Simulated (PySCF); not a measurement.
Dipole moment and polarisability across levels of theory

Br2.
Structure used (PBE0-D3(BJ)/def2-SVP), in Å, numbered top down from 1:
```
atom  x, y, z in Å
Br1   -0.6872    0.8271   -0.2363
Br2    0.7314   -0.9174    0.2424
```

PySCF, dipoles from the SCF density, polarisabilities from static response with core orbitals frozen. Geometry: PBE0-D3(BJ)/def2-SVP; no solvent, vibrations or thermal averaging. Relativistic effects, spin–orbit coupling among them, are left out although an element past zinc is present.

Reference polarisability: 6.431 Å³ (measured, gas; NIST CCCBDB Release 22 (SRD 101), experimental polarizabilities). The anisotropy is √(½[(α1 − α2)² + (α2 − α3)² + (α3 − α1)²]).

```csv
level,α (au),error (%),anisotropy (au)
LDA/def2-SVPD,45.64,+5.2,24.13
PBE/def2-SVPD,45.85,+5.7,24.30
B3LYP/def2-SVPD,45.23,+4.2,25.38
PBE0/def2-SVPD,44.70,+3.0,25.13
BHandHLYP/def2-SVPD,44.28,+2.0,26.55
CAM-B3LYP/def2-SVPD,44.76,+3.1,25.91
wB97X-D/def2-SVPD,44.88,+3.4,25.78
LC-wPBE/def2-SVPD,43.98,+1.3,25.84
HF/def2-SVPD,44.09,+1.6,28.83
PBE0/6-31G*,29.99,-30.9,30.62
PBE0/def2-SVP,29.71,-31.5,29.21
PBE0/aug-cc-pVDZ,42.29,-2.6,25.72
PBE0/def2-TZVP,37.02,-14.7,29.62
PBE0/def2-TZVPD,45.14,+4.0,25.74
PBE0/aug-cc-pVTZ,44.79,+3.2,25.79
```

For the polarisability, the smallest error is 1.3% (LC-wPBE/def2-SVPD) and the largest 31.5% (PBE0/def2-SVP). The dipole stays under 0.05 D at every level. In one basis (def2-SVPD) the functionals order the polarisability from LC-wPBE (lowest) to PBE (highest), a spread of 4%. With PBE0 the polarisability is 32.24 au without diffuse functions (mean of 6-31G*, def2-SVP and def2-TZVP) and 44.23 au with them (mean of aug-cc-pVDZ, def2-SVPD, def2-TZVPD and aug-cc-pVTZ). Measured values can belong to vibrating molecules; the computed ones are for one fixed geometry.
